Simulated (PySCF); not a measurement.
I₃Sb, SMILES [I][Sb]([I])[I] (connectivity only; charge and spin as stated), charge -1, multiplicity 2.

Geometry: B3LYP-D3(BJ)/def2-SVPD. The multiplicity is an assumed one; no other spin state was optimised. The isomer is the one that the SMILES or the coordinates give; other isomers of the formula were not compared. The def2 effective core potentials stand for the cores of I, Sb; spin–orbit coupling is left out.

The numbers are results of PBE/def2-SVPD in PySCF, not measurements.

Gas-phase values at a fixed geometry.

The total energy comes out as -1133.53531 hartree and the point group is C2v. The α spin, highest occupied and lowest empty level comes out as -1.34 and 0.34 eV and the β spin, highest occupied and lowest empty level is -2.17 and -0.47 eV. The dipole moment about the centre of nuclear charge comes out as 0.94 D, the mean static polarisability is 223.1 bohr³ (33.06 Å³) and the polarisability, principal values is 135.1, 211.6, 322.7 bohr³. The ⟨S²⟩ is 0.753 (pure state 0.75).
